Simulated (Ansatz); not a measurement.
Total energies of `C[Si](C)(Cl)CCC(F)(F)C(F)(F)C(F)(F)C(F)(F)C(F)(F)C(F)(F)F` from Ansatz at PBE0-D4/def2-TZVP, gas phase (1 Eh = 27.2114 eV = 2625.5 kJ/mol). The reference geometry is relaxed at r2SCAN-D4/def2-SVP.

Cartesian coordinates in Å:
```
C -0.6686 -4.3960 -0.6836
Si -0.2069 -3.3744 -2.1790
C -1.6390 -3.1926 -3.3660
Cl 1.3450 -4.3571 -3.1817
C 0.4825 -1.6966 -1.6704
C -0.5197 -0.8133 -0.9251
C 0.0994 0.5100 -0.5222
F 0.4965 1.2057 -1.6188
F 1.1988 0.2964 0.2477
C -0.8734 1.3999 0.2854
F -2.0326 1.4768 -0.4098
F -1.1268 0.7895 1.4661
C -0.4842 2.8733 0.5840
F -1.5318 3.4183 1.2335
F -0.3296 3.5155 -0.5881
C 0.7952 3.1814 1.4145
F 0.8102 4.5254 1.5606
F 1.8711 2.8156 0.7001
C 0.8920 2.5555 2.8307
F 1.2497 1.2660 2.7205
F -0.2993 2.6364 3.4507
C 1.9381 3.2562 3.7385
F 3.0884 3.4130 3.0835
F 2.1506 2.4920 4.8087
F 1.4952 4.4425 4.1413
H -1.4953 -3.9293 -0.1221
H 0.1885 -4.5091 -0.0007
H -0.9953 -5.4043 -0.9841
H -1.9833 -4.1785 -3.7168
H -2.4947 -2.6908 -2.8837
H -1.3495 -2.6028 -4.2503
H 0.8382 -1.1758 -2.5762
H 1.3737 -1.8667 -1.0421
H -0.8811 -1.2947 -0.0011
H -1.4020 -0.5869 -1.5441
```

| state | geometry | energy (Eh) |
| --- | --- | --- |
| charge 0 singlet | reference | -2433.65751 |
| charge 1 doublet | reference | -2433.28098 |
| charge -1 doublet | reference | -2433.60173 |
| free C atom (triplet) | – | -37.80537 |
| free Si atom (triplet) | – | -289.24943 |
| free Cl atom (doublet) | – | -459.99739 |
| free F atom (doublet) | – | -99.67617 |
| free H atom (doublet) | – | -0.50104 |

Single mean-field runs in def2-TZVP are fitted with def2-universal-jkfit.

Question: Work out the vertical ionisation energy to the doublet.

Answer: E(charge 1 doublet) − E(charge 0 singlet) = -2433.28098 − (-2433.65751) = 0.37653 Eh = 10.25 eV. For comparison, −ε of the highest occupied level is 8.56 eV at this level, 1.69 eV less.

Question: Work out the vertical electron affinity, to the doublet.

Answer: E(charge 0 singlet) − E(charge -1 doublet) = -2433.65751 − (-2433.60173) = -0.05578 Eh = -1.52 eV; negative, so the extra electron isn't bound. The basis lacks diffuse functions, which makes affinities too small.

Question: Give the fundamental gap IE − EA, the Mulliken electronegativity (IE + EA)/2 and the hardness (IE − EA)/2.

Answer: From the values in Eh: IE − EA = 0.37653 − (-0.05578) = 0.43231 Eh = 11.76 eV; (IE + EA)/2 = 4.36 eV; (IE − EA)/2 = 5.88 eV. The HOMO–LUMO gap of the same run is 8.85 eV, 2.91 eV smaller than the fundamental gap.

Question: What is the binding energy per atom against free atoms?

Answer: Atoms: 10 × (-37.80537) + 1 × (-289.24943) + 1 × (-459.99739) + 13 × (-99.67617) + 10 × (-0.50104) = -2428.10113 Eh. Binding: -2428.10113 − (-2433.65751) = 5.55638 Eh = 151.20 eV, or 4.32 eV for each of 35 atoms (no zero-point energy, no counterpoise term).

At PBE0-D4/def2-TZVP the highest occupied level of the charge -1 doublet lies above zero (up to 2.64 eV). By energy differences it is unbound by 1.52 eV (vertical, against the charge 0 singlet, at PBE0-D4/def2-TZVP) and held by the finite basis.
